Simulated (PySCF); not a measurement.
C₃H₁₃NSi₂.

```xyz
19

C      1.6236     1.1690     0.9964
C      1.1479    -0.1301     0.3436
C      1.9633    -0.4777    -0.9056
N     -0.3089    -0.1036     0.0497
Si    -1.0433     1.2772    -0.7394
Si    -1.1837    -1.5389     0.5308
H      2.6841     1.0937     1.2827
H      1.0331     1.3952     1.8967
H      1.5314     2.0224     0.3033
H      1.3150    -0.9367     1.0825
H      1.8586     0.3064    -1.6722
H      3.0338    -0.5759    -0.6637
H      1.6186    -1.4274    -1.3419
H     -2.4008     0.8654    -1.1878
H     -0.2424     1.7153    -1.9216
H     -1.1813     2.4664     0.1557
H     -2.6126    -1.3869     0.1448
H     -1.0862    -1.7541     2.0078
H     -0.6199    -2.7621    -0.1205
```
Charge 0, spin multiplicity 1.

Geometry optimised at B3LYP-D3(BJ)/def2-SVP. Other conformers were not sampled.

Calculation: B3LYP/pcSseg-1 run with PySCF. Non-relativistic, no solvent.

Computed absolute GIAO shielding of each atom: isotropic value and principal components (ppm):
```tsv
atom	σ(iso)	σ11	σ22	σ33	span
C1	152.5	136.2	145.7	175.7	39.6
C2	125.7	104.3	120.9	152.0	47.7
C3	156.5	133.9	155.8	179.8	45.8
N4	235.6	199.6	219.8	287.5	87.9
Si5	401.3	362.6	375.7	465.6	103.0
Si6	387.9	337.3	356.3	470.0	132.7
H7	30.2	26.1	27.7	36.7	10.5
H8	29.9	26.3	27.8	35.6	9.3
H9	30.1	26.8	29.4	34.1	7.2
H10	28.5	24.9	28.5	32.1	7.3
H11	29.9	26.2	29.4	34.0	7.8
H12	30.5	26.3	28.0	37.2	10.9
H13	30.1	25.8	28.8	35.6	9.7
H14	27.0	23.5	25.9	31.7	8.2
H15	26.7	22.9	25.4	31.7	8.8
H16	26.9	23.3	24.9	32.5	9.1
H17	26.8	23.2	25.6	31.7	8.5
H18	26.9	23.1	25.2	32.4	9.3
H19	26.8	22.9	25.3	32.2	9.3
```
